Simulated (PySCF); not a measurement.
**The potential of point charges around SiH3PHPF2**

Species: `FP(F)P[SiH3]` (SiH3PHPF2). Coordinates (PBE0-D3(BJ)/def2-TZVP, Å) and charges (e) from the PBE0/pcSseg-2 density (PySCF):

```json
{"atom": "F1", "x": "2.733", "y": "1.452", "z": "0.489", "Mulliken": "-0.3089", "IAO": "-0.4926", "Hirshfeld": "-0.1530", "ESP-fitted": "-0.0828"}
{"atom": "P2", "x": "1.822", "y": "0.205", "z": "0.107", "Mulliken": "+0.6230", "IAO": "+1.0136", "Hirshfeld": "+0.2929", "ESP-fitted": "+0.1149"}
{"atom": "F3", "x": "1.624", "y": "0.546", "z": "-1.439", "Mulliken": "-0.3212", "IAO": "-0.4955", "Hirshfeld": "-0.1450", "ESP-fitted": "-0.0806"}
{"atom": "P4", "x": "-0.138", "y": "0.994", "z": "0.805", "Mulliken": "-0.1052", "IAO": "-0.1441", "Hirshfeld": "-0.0344", "ESP-fitted": "-0.1712"}
{"atom": "Si5", "x": "-1.284", "y": "-0.603", "z": "-0.315", "Mulliken": "+0.4093", "IAO": "+0.4175", "Hirshfeld": "+0.2483", "ESP-fitted": "+0.1742"}
{"atom": "H6", "x": "-0.063", "y": "0.201", "z": "1.985", "Mulliken": "-0.0034", "IAO": "-0.0006", "Hirshfeld": "-0.0060", "ESP-fitted": "+0.1329"}
{"atom": "H7", "x": "-2.500", "y": "-0.916", "z": "0.476", "Mulliken": "-0.1021", "IAO": "-0.0947", "Hirshfeld": "-0.0648", "ESP-fitted": "-0.0273"}
{"atom": "H8", "x": "-0.476", "y": "-1.839", "z": "-0.501", "Mulliken": "-0.1044", "IAO": "-0.1082", "Hirshfeld": "-0.0720", "ESP-fitted": "-0.0517"}
{"atom": "H9", "x": "-1.659", "y": "-0.057", "z": "-1.640", "Mulliken": "-0.0871", "IAO": "-0.0955", "Hirshfeld": "-0.0659", "ESP-fitted": "-0.0084"}
```

Points outside the species (Å): A (3.1, 2.7, 3.2); B (2.0, -3.5, -1.9); C (5.0, 3.4, 0.4); D (7.5, 2.0, -5.0).

Q: Find the potential V = 14.3996 V·Å × Σ q/r of each set of charges at these points.

A: In volts:

| point | nearest atom | distance (Å) | Mulliken | IAO | Hirshfeld | ESP-fitted |
| --- | --- | --- | --- | --- | --- | --- |
| A | F1 | 3.01 | -0.247 | -0.361 | -0.110 | -0.122 |
| B | H8 | 3.29 | +0.220 | +0.375 | +0.091 | +0.011 |
| C | F1 | 2.99 | -0.482 | -0.732 | -0.228 | -0.223 |
| D | F3 | 7.02 | -0.116 | -0.171 | -0.053 | -0.067 |

Q: How far are the other sets from the ESP-fitted one at these points?

A: Root-mean-square difference: Hirshfeld 0.041 V, Mulliken 0.180 V, IAO 0.339 V. The ESP scheme fits charges at the nuclei, held to the total charge, to the electrostatic potential on points at 1.4 to 2.0 times the van der Waals radii.

Q: What energy would a point charge of +2 e have at C in the field of the ESP charges, leaving out polarisation?

A: -0.445 eV = -43.0 kJ/mol, an attraction.

Isolated species at its PBE0-D3(BJ)/def2-TZVP geometry (one conformer only).

Conformer computed: `[F:1][P:2]([F:3])[PH:4][SiH3:5]`: F1–P2–P4–Si5 165°.
